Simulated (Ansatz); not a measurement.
`C#Cc1ccc(C#Cc2ccc(C#Cc3ccc(C#Cc4ccc(C#Cc5ccc(C#Cc6ccc(C#Cc7ccccc7)cc6)cc5)cc4)cc3)cc2)cc1`, relaxed as a singlet with RKS PBE-D4/def2-SVP in Ansatz, starting from the GFN2-xTB geometry. Force threshold 0.03 eV/Å.

Single mean-field runs in def2-SVP are fitted with def2-universal-jkfit.

Start:

```xyz
86

C    -4.253  -23.482   -0.534
C    -4.039  -22.300   -0.547
C    -3.785  -20.909   -0.548
C    -3.876  -20.176   -1.733
C    -3.625  -18.821   -1.731
C    -3.282  -18.171   -0.543
C    -3.025  -16.783   -0.538
C    -2.800  -15.596   -0.527
C    -2.544  -14.209   -0.509
C    -3.382  -13.351    0.208
C    -3.134  -11.997    0.231
C    -2.035  -11.470   -0.454
C    -1.777  -10.084   -0.421
C    -1.556   -8.896   -0.386
C    -1.306   -7.508   -0.351
C    -0.046   -7.025    0.010
C     0.193   -5.669    0.049
C    -0.821   -4.765   -0.276
C    -0.577   -3.374   -0.236
C    -0.373   -2.184   -0.200
C    -0.133   -0.793   -0.154
C    -0.393   -0.073    1.015
C    -0.159    1.284    1.062
C     0.340    1.952   -0.059
C     0.583    3.342   -0.010
C     0.792    4.531    0.033
C     1.039    5.920    0.092
C     2.326    6.393    0.362
C     2.568    7.747    0.428
C     1.530    8.659    0.223
C     1.778   10.047    0.292
C     1.989   11.235    0.349
C     2.240   12.623    0.424
C     2.702   13.317   -0.696
C     2.953   14.670   -0.620
C     2.744   15.359    0.578
C     3.000   16.746    0.655
C     3.218   17.932    0.721
C     3.479   19.319    0.801
C     4.793   19.784    0.856
C     5.044   21.141    0.936
C     3.993   22.045    0.958
C     2.686   21.587    0.904
C     2.424   20.233    0.826
C     2.280   14.664    1.697
C     2.031   13.311    1.622
C     0.244    8.186   -0.050
C     0.001    6.832   -0.114
C     0.599    1.232   -1.228
C     0.365   -0.125   -1.275
C    -2.080   -5.247   -0.641
C    -2.320   -6.603   -0.676
C    -1.197  -12.328   -1.171
C    -1.451  -13.682   -1.203
C    -3.194  -18.905    0.643
C    -3.440  -20.260    0.639
H    -4.438  -24.514   -0.527
H    -4.142  -20.681   -2.650
H    -3.694  -18.249   -2.645
H    -4.229  -13.761    0.740
H    -3.782  -11.333    0.783
H     0.738   -7.725    0.262
H     1.166   -5.293    0.332
H    -0.776   -0.591    1.883
H    -0.359    1.841    1.966
H     3.128    5.686    0.520
H     3.562    8.115    0.639
H     2.860   12.784   -1.622
H     3.312   15.208   -1.485
H     5.608   19.075    0.835
H     6.063   21.496    0.980
H     4.193   23.104    1.017
H     1.866   22.291    0.922
H     1.407   19.871    0.781
H     2.121   15.199    2.623
H     1.675   12.771    2.487
H    -0.557    8.894   -0.209
H    -0.993    6.464   -0.326
H     0.985    1.750   -2.095
H     0.563   -0.684   -2.179
H    -2.862   -4.546   -0.896
H    -3.293   -6.979   -0.960
H    -0.351  -11.919   -1.704
H    -0.807  -14.348   -1.759
H    -2.926  -18.399    1.558
H    -3.368  -20.832    1.553
```

```csv
step,energy (eV),largest force component (eV/Å),SCF passes
1,-58436.5254,1.953,21
2,-58437.2909,0.306,22
3,-58437.4315,0.319,21
4,-58437.4617,0.181,20
5,-58437.4765,0.028,20
6,-58437.4857,0.171,19
7,-58437.5036,0.089,19
8,-58437.5397,0.115,24
9,-58437.5687,0.154,24
10,-58437.5980,0.154,19
11,-58437.6395,0.172,24
12,-58437.6824,0.173,19
13,-58437.7104,0.227,24
14,-58437.7381,0.146,18
15,-58437.7623,0.061,19
16,-58437.7737,0.049,19
17,-58437.7756,0.121,20
18,-58437.7832,0.031,21
19,-58437.7853,0.015,21
20,-58437.7882,0.033,19
21 (rejected),-58437.7867,0.153,19
22,-58437.7906,0.033,19
23,-58437.7919,0.055,19
24,-58437.7928,0.050,20
25,-58437.7938,0.052,19
26,-58437.7943,0.051,20
27,-58437.7948,0.035,21
28,-58437.7955,0.016,20
29,-58437.7961,0.025,19
```

Force components are those of the run's own axes.

End:

Cartesian coordinates in Å:
```
C -4.304 -23.851 -0.621
C -4.083 -22.645 -0.605
C -3.827 -21.242 -0.585
C -2.881 -20.665 -1.473
C -2.630 -19.294 -1.454
C -3.316 -18.441 -0.546
C -3.061 -17.045 -0.526
C -2.840 -15.831 -0.508
C -2.587 -14.435 -0.485
C -3.315 -13.577 0.386
C -3.067 -12.208 0.409
C -2.080 -11.631 -0.437
C -1.828 -10.235 -0.412
C -1.610 -9.020 -0.386
C -1.361 -7.624 -0.353
C -0.316 -7.051 -1.129
C -0.070 -5.681 -1.093
C -0.859 -4.820 -0.281
C -0.609 -3.424 -0.243
C -0.392 -2.209 -0.206
C -0.144 -0.813 -0.159
C -1.009 0.056 0.561
C -0.766 1.426 0.610
C 0.355 1.991 -0.058
C 0.604 3.387 -0.004
C 0.821 4.601 0.046
C 1.070 5.996 0.107
C 2.240 6.555 -0.477
C 2.485 7.923 -0.412
C 1.572 8.798 0.237
C 1.823 10.193 0.304
C 2.042 11.406 0.365
C 2.293 12.801 0.437
C 3.484 13.356 -0.106
C 3.732 14.724 -0.034
C 2.800 15.602 0.584
C 3.053 16.997 0.658
C 3.273 18.209 0.723
C 3.527 19.607 0.799
C 4.732 20.152 0.281
C 4.977 21.527 0.359
C 4.034 22.385 0.951
C 2.839 21.856 1.468
C 2.583 20.483 1.396
C 1.608 15.047 1.125
C 1.361 13.679 1.054
C 0.401 8.240 0.820
C 0.156 6.871 0.757
C 1.220 1.122 -0.779
C 0.975 -0.247 -0.830
C -1.905 -5.393 0.493
C -2.149 -6.763 0.459
C -1.353 -12.488 -1.308
C -1.601 -13.858 -1.332
C -4.263 -19.021 0.342
C -4.513 -20.392 0.322
H -4.498 -24.915 -0.635
H -2.346 -21.315 -2.180
H -1.896 -18.857 -2.146
H -4.080 -14.012 1.046
H -3.636 -11.554 1.087
H 0.300 -7.706 -1.761
H 0.741 -5.249 -1.697
H -1.878 -0.370 1.083
H -1.442 2.088 1.170
H 2.954 5.888 -0.981
H 3.394 8.344 -0.866
H 4.213 12.687 -0.586
H 4.657 15.141 -0.456
H 5.467 19.478 -0.182
H 5.914 21.936 -0.047
H 4.231 23.466 1.010
H 2.097 22.524 1.932
H 1.649 20.066 1.799
H 0.880 15.717 1.605
H 0.435 13.262 1.477
H -0.313 8.907 1.324
H -0.752 6.450 1.212
H 2.089 1.548 -1.299
H 1.650 -0.909 -1.390
H -2.521 -4.737 1.124
H -2.959 -7.196 1.064
H -0.587 -12.054 -1.967
H -1.033 -14.511 -2.010
H -4.799 -18.371 1.049
H -5.247 -20.830 1.014
```

By distances, no bond broke or formed. The bond that changes most is C1–H57, from 1.05 to 1.08 Å (atoms count from 1).

The force fell under the threshold at step 5, but the optimiser went on and released 0.320 eV more. No frequencies were taken in this run, so the end may be a saddle point.

It took 2.2 min on 4 threads of AMD EPYC 7R13 on a shared host and a share (37 GiB) of an NVIDIA H100 80GB HBM3, peak host memory 1.4 GiB.
